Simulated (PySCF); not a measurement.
A run for PySCF: R-B3LYP/6-31G* on H2 (SMILES [H][H]) with ghost functions.

```python
from pyscf import gto, scf, dft, mp
from pyscf.data.elements import chemcore

mol = gto.M(
    atom='''
    H    -0.61203198    0.30408096    0.13778172
    H     0.03070897    0.26850090   -0.23557631
    ghost-C    0.75075208   -1.12211941    3.23764206
    ghost-Si   -0.24961954    0.43908871    3.52048417
    ghost-H    1.71155339   -1.06620195    3.75254409
    ghost-H    0.94455328   -1.27224041    2.17437793
    ghost-H    0.21780961   -1.99817059    3.61165887
    ghost-H   -0.51222285    0.63482867    4.96743741
    ghost-H   -1.55444208    0.35870361    2.81907479
    ghost-H    0.47766457    1.62782090    3.01324090
    ''',
    basis='6-31g*',
    cart=True,
    charge=0, spin=0, verbose=3, max_memory=1800)
mf = dft.RKS(mol, xc='b3lyp')
mf.conv_tol = 1e-8
mf.max_cycle = 100
mf.kernel()
if not mf.converged:
    mf = mf.newton().run(mf.mo_coeff, mf.mo_occ)
```

The log:

```
converged SCF energy = -1.17561985674984
```

Self-consistency was reached.

Cost: around 2.1 core-seconds (rough).
